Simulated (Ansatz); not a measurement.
`F[SiH2][SnH3]` → `F[SiH2]`• + `[SnH3]`•  (homolysis of the Si–Sn bond)

Calculated with Ansatz (gas phase, PBE0-D4/def2-TZVP geometries, no zero-point term in ΔE). CCSD(T)/CBS adds triple-zeta CCSD(T) − MP2 to the extrapolated MP2 energy (def2 sets, frozen cores). This one scheme is used for every species. Functionals use def2-TZVPP. No spin–orbit coupling; open shells (•) take unrestricted orbitals. Elements past krypton have def2 core potentials. For Sn outer-core shells are correlated without core-valence functions, which leaves a few kJ/mol of doubt a bond.

```
        species  r2SCAN energy (Eh)
`F[SiH2][SnH3]`          -606.74257
     `F[SiH2]`•          -390.52150
      `[SnH3]`•          -216.11948
```

**Question.** Work out ΔE.

**Answer.** ΔE = (-390.52150) + (-216.11948) − (-606.74257) = 0.10159 Eh = +266.7 kJ/mol. CCSD(T)/CBS gives +299.6 kJ/mol.

Largest T1 diagnostic among the species: 0.015.

From BLYP to BHLYP (50 % exact exchange), in def2-TZVPP and without D4, ΔE moves by +14.2 kJ/mol. The D4 term adds +10.6 kJ/mol with B3LYP and +5.8 kJ/mol with PBE0; it sums over pairs of atoms, weighted by their polarisabilities, and B3LYP, whose exchange is more repulsive, gets the larger term. At CCSD(T), def2-SVP lies −32.0 kJ/mol from the extrapolated value and def2-TZVPP −16.0 kJ/mol: correlation converges slowly with the basis, and small sets miss more of it in the bonded molecule than in its fragments.

B3LYP here is the variant with VWN-RPA as its local correlation; programs differ in this.
